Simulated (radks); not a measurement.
In2+, 47 electrons, occupied as [Kr] 4d10 5s1. Calculated with a radial shooting solver on a logarithmic mesh with Libxc functionals: scalar-relativistic Kohn-Sham, PBE, spin-unpolarised, spherical densities, point nucleus.

Normalised radial functions P(r) = r R(r), r in bohr:

```
   r/bohr * 4d (the largest magnitude, 0.999, reaches the edge; | marks zero)
 0.002108                             *
 0.003273                             *
 0.005041                             *
 0.007765                             *
  0.01196                             *
  0.01842                             *
  0.02838                             |*
  0.04407                             |*
  0.06788                             |   *
   0.1046                             |       *
    0.161                             |            *
   0.2481                             |            *
   0.3852                             | *
   0.5933            *                |
   0.9139  *                          |
    1.408         *                   |
    2.168                    *        |
    3.367                           * |
    5.186                             *
    7.988                             *
```

4d: eigenvalue -36.530 eV, 1 radial node at r = 0.401 bohr, <r> = 1.16 bohr, 90 % of the charge inside 1.82 bohr.
